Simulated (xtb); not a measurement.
xtb input (GFN1-xTB):

```bash
xtb mol.xyz --gfn 1 --sp --chrg 0 --uhf 0
```
mol.xyz:
```
2

Cu    -0.00000000    -0.00000000    -0.77320202
Cl     0.00000000     0.00000000     1.31899169
```

Output:

```
           -------------------------------------------------
          |                Calculation Setup                |
           -------------------------------------------------

           -------------------------------------------------
          |                 G F N 1 - x T B                 |
           -------------------------------------------------

        Reference                      10.1021/acs.jctc.7b00118
      * Hamiltonian:
        H0-scaling (s, p, d)           1.850000    2.250000    2.000000
        zeta-weighting                 0.000000
      * Dispersion:
        s8                             2.400000
        a1                             0.630000
        a2                             5.000000
        s9                             0.000000
      * Repulsion:
        kExp                           1.500000
        rExp                           1.000000
      * Coulomb:
        alpha                          2.000000
        third order                    atomic
        anisotropic                    false
      * Halogen bond correction:
        rad-scale                      1.300000
        damping                        0.440000

          ...................................................
          :                      SETUP                      :
          :.................................................:
          :  # basis functions                  20          :
          :  # atomic orbitals                  18          :
          :  # shells                            6          :
          :  # electrons                        18          :
          :  # halogen bonds                     0          :
          :  max. iterations                   250          :
          :  Hamiltonian                  GFN1-xTB          :
          :  restarted?                      false          :
          :  GBSA solvation                  false          :
          :  PC potential                    false          :
          :  electronic temp.          300.0000000     K    :
          :  accuracy                    1.0000000          :
          :  -> integral cutoff          0.2500000E+02      :
          :  -> integral neglect         0.1000000E-07      :
          :  -> SCF convergence          0.1000000E-05 Eh   :
          :  -> wf. convergence          0.2000000E-04 e    :
          :  Broyden damping             0.4000000          :
          :  net charge                          0          :
          :  unpaired electrons                  0          :
          ...................................................

 iter      E             dE          RMSdq      gap      omega  full diag
   1     -8.7639584 -0.876396E+01  0.146E+01    3.57       0.0  T
   2     -8.7642348 -0.276437E-03  0.867E+00    3.54       1.0  T
   3     -8.7642699 -0.350761E-04  0.189E-01    3.49       1.0  T
   4     -8.7642825 -0.126456E-04  0.161E-02    3.49       4.4  T
   5     -8.7642825  0.454940E-08  0.593E-03    3.49      11.9  T
   6     -8.7642825 -0.611656E-08  0.401E-06    3.49   17653.6  T
   7     -8.7642825 -0.142109E-13  0.726E-07    3.49   97432.1  T

   *** convergence criteria satisfied after 7 iterations ***

         #    Occupation            Energy/Eh            Energy/eV
      -------------------------------------------------------------
         1        2.0000           -0.8935014             -24.3134
       ...           ...                  ...                  ...
         3        2.0000           -0.4780079             -13.0073
         4        2.0000           -0.4780079             -13.0073
         5        2.0000           -0.4476101             -12.1801
         6        2.0000           -0.4476101             -12.1801
         7        2.0000           -0.4418042             -12.0221
         8        2.0000           -0.4418042             -12.0221
         9        2.0000           -0.4372727             -11.8988 (HOMO)
        10                         -0.3089797              -8.4078 (LUMO)
        11                         -0.1731450              -4.7115
        12                         -0.1731450              -4.7115
        13                         -0.0244423              -0.6651
        14                         -0.0244423              -0.6651
       ...                                ...                  ...
        18                          0.2431312               6.6159
      -------------------------------------------------------------
                  HL-Gap            0.1282929 Eh            3.4910 eV
             Fermi-level           -0.3731262 Eh          -10.1533 eV

 SCC (total)                   0 d,  0 h,  0 min,  0.002 sec
 SCC setup                      ...        0 min,  0.000 sec (  3.753%)
 Dispersion                     ...        0 min,  0.000 sec (  1.903%)
 classical contributions        ...        0 min,  0.000 sec (  0.655%)
 integral evaluation            ...        0 min,  0.001 sec ( 27.728%)
 iterations                     ...        0 min,  0.001 sec ( 38.413%)
 molecular gradient             ...        0 min,  0.001 sec ( 21.764%)
 printout                       ...        0 min,  0.000 sec (  5.310%)

         :::::::::::::::::::::::::::::::::::::::::::::::::::::
         ::                     SUMMARY                     ::
         :::::::::::::::::::::::::::::::::::::::::::::::::::::
         :: total energy              -8.759985600649 Eh    ::
         :: gradient norm              0.018942964710 Eh/a0 ::
         :: HOMO-LUMO gap              3.491028084936 eV    ::
         ::.................................................::
         :: SCC energy                -8.764282512811 Eh    ::
         :: -> electrostatic           0.010603067344 Eh    ::
         :: repulsion energy           0.004628423726 Eh    ::
         :: dispersion energy         -0.000331511564 Eh    ::
         :: halogen bond corr.         0.000000000000 Eh    ::
         :: add. restraining           0.000000000000 Eh    ::
         :: total charge              -0.000000000000 e     ::
         :::::::::::::::::::::::::::::::::::::::::::::::::::::

           -------------------------------------------------
          |                Property Printout                |
           -------------------------------------------------

    * Orbital Energies and Occupations

         #    Occupation            Energy/Eh            Energy/eV
      -------------------------------------------------------------
         1        2.0000           -0.8935014             -24.3134
         2        2.0000           -0.4975277             -13.5384
         3        2.0000           -0.4780079             -13.0073
         4        2.0000           -0.4780079             -13.0073
         5        2.0000           -0.4476101             -12.1801
         6        2.0000           -0.4476101             -12.1801
         7        2.0000           -0.4418042             -12.0221
         8        2.0000           -0.4418042             -12.0221
         9        2.0000           -0.4372727             -11.8988 (HOMO)
        10                         -0.3089797              -8.4078 (LUMO)
        11                         -0.1731450              -4.7115
        12                         -0.1731450              -4.7115
        13                         -0.0244423              -0.6651
        14                         -0.0244423              -0.6651
        15                         -0.0233978              -0.6367
        16                         -0.0047007              -0.1279
        17                         -0.0047007              -0.1279
        18                          0.2431312               6.6159
      -------------------------------------------------------------
Note: The following floating-point exceptions are signalling: IEEE_DENORMAL
normal termination of xtb
                  HL-Gap            0.1282929 Eh            3.4910 eV
             Fermi-level           -0.3731262 Eh          -10.1533 eV

  Mulliken/CM5 charges         n(s)   n(p)   n(d)
     1Cu    0.31298  0.37389   0.347  0.378  9.961
     2Cl   -0.31298 -0.37389   1.898  5.422 -0.006

Wiberg/Mayer (AO) data.
largest (>0.10) Wiberg bond orders for each atom

 ---------------------------------------------------------------------------
     #   Z sym  total        # sym  WBO       # sym  WBO       # sym  WBO
 ---------------------------------------------------------------------------
     1  29 Cu   1.161 --     2 Cl   1.161
     2  17 Cl   1.161 --     1 Cu   1.161
 ---------------------------------------------------------------------------

Topologies differ in total number of bonds
Writing topology from bond orders to xtbtopo.mol

 dipole moment from electron density (au)
     X       Y       Z
  -0.0000  -0.0000  -2.1714  total (Debye):    5.519

           -------------------------------------------------
          | TOTAL ENERGY               -8.759985600649 Eh   |
          | GRADIENT NORM               0.018942964710 Eh/α |
          | HOMO-LUMO GAP               3.491028084936 eV   |
           -------------------------------------------------

------------------------------------------------------------------------
------------------------------------------------------------------------
 total:
 SCF:
```
